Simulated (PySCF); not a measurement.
Complete the spectrum of H7O3PSi2

H7O3PSi2.
InChI=1S/H7O3PSi2/c1-6(2)3-5-4/h1-2,6H,4-5H2

Level of theory: PySCF 2.14.0, density-fitted response routines, TDDFT B3LYP/def2-SVPD, vertical, gas phase, core orbitals frozen in the response. The structure is a single GFN2-xTB conformer in the gas phase; no vibrational or solvent corrections.

Lowest singlets, with some entries withheld (?).

```
state  E (eV)       f  main configurations (H = HOMO, L = LUMO)
   S1    6.24   0.030                    H→L (58%), H→L+1 (32%)
   S2    6.45   0.014       H→L+1 (44%), H→L (33%), H→L+2 (20%)
   S3    6.63   0.090                  H→L+2 (70%), H→L+1 (19%)
   S4    7.08   0.196                  H→L+3 (66%), H→L+4 (20%)
   S5       ?  0.0073                  H-1→L (72%), H→L+4 (12%)
   S6       ?   0.018     H→L+4 (58%), H→L+3 (20%), H-1→L (16%)
   S7       ?   0.019                  H→L+5 (67%), H-2→L (18%)
   S8       ?   0.023                H-2→L (55%), H-1→L+1 (27%)
```

What stands in place of each question mark?

- S5: E = 7.30 eV
- S6: E = 7.31 eV
- S7: E = 7.60 eV
- S8: E = 7.66 eV

How far apart are S3 and S6, in eV and cm⁻¹?

7.311 − 6.628 = 0.683 eV, or about 5510 cm⁻¹.

What is the mean static polarisability from the same response equations?

87.0 au (12.89 Å³), with principal values 76.0, 87.4 and 97.5 au.

Where do the lowest triplets lie (Tamm–Dancoff)?

T1 5.52 eV, H→L (77%), H→L+3 (9%); T2 5.67 eV, H→L+1 (86%); T3 6.24 eV, H→L+2 (93%). E(S1) − E(T1) = +0.72 eV.

The run took 37 s wall on one thread, Arm Neoverse V1 (aarch64) (shared host), and the process peaked at 0.80 GiB of memory.
